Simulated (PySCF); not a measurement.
Excitations are Tamm–Dancoff values on a coarser integration grid. The basis has no diffuse functions, so Rydberg states are missing or too high.

Cartesian coordinates (Å):
SMILES: [Si]1(CO1)=[SiH2]
```xyz
8

Si     2.0867     0.7710    -0.0720
Si     0.0432    -0.1214     0.3095
C     -1.6993    -0.3421    -0.1827
O     -1.3274     0.3379     1.1038
H      2.7000    -0.4572    -0.6798
H      2.6193     0.7592     1.3305
H     -2.2243    -1.2779    -0.0213
H     -2.1983     0.3305    -0.8732
```
Charge 0, multiplicity 1.

Task: Give the S1 excitation (TDA), S1–T1 gap (TDA), dipole moment, S1 oscillator strength and HOMO–LUMO gap at the level TPSSh-D3(BJ)/def2-TZVP // B3LYP-D3(BJ)/def2-TZVP (PySCF).

Result: 
```
Property                  Value
----------------------  -------
S1 excitation (TDA)     4.03 eV
S1–T1 gap (TDA)         2.35 eV
dipole moment            1.54 D
S1 oscillator strength    0.058
HOMO–LUMO gap           3.20 eV
```
